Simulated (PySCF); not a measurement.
Al(F)(GeH3)(Me) (CH₆AlFGe), SMILES [CH3][Al]([F])[GeH3]. Atoms are numbered in the order given.

```xyz
10

Al     0.3074     0.5162    -0.8771
F      1.9207     0.3678    -1.3003
Ge    -0.3674    -0.6932     1.1647
H     -0.1204    -2.2116     1.0422
H      0.4187    -0.2140     2.4033
H     -1.8668    -0.5025     1.4786
C     -0.8116     1.6020    -2.0370
H     -1.8411     1.7105    -1.6625
H     -0.8630     1.1569    -3.0455
H     -0.3819     2.6105    -2.1596
```
Charge 0, spin multiplicity 1.

The structure is a stationary point at PBE0-D3(BJ)/def2-SVP.

Two levels are set side by side: PBE/pcSseg-1 (PySCF) and HF/pcSseg-1 (PySCF). GIAO shifts against CFCl3 (¹⁹F), GeH4 (⁷³Ge), TMS (¹H), TMS (¹³C) at the same level; non-relativistic, no solvent, atoms listed together averaged. Differences are taken from unrounded values.

| quantity | HF | PBE | PBE minus HF |
|---|---|---|---|
| δ(¹⁹F) of F2 (ppm) | -102.4 | -112.0 | -9.5 |
| δ(⁷³Ge) of Ge3 (ppm) | -83.6 | -98.0 | -14.4 |
| δ(¹H) of H4, H5, H6 (ppm) | 3.23 | 3.41 | 0.18 |
| δ(¹³C) of C7 (ppm) | -3.7 | -1.9 | 1.8 |

Rough cost on one machine, each run with all the roots and properties that it gave: HF against PBE within a factor of 2.
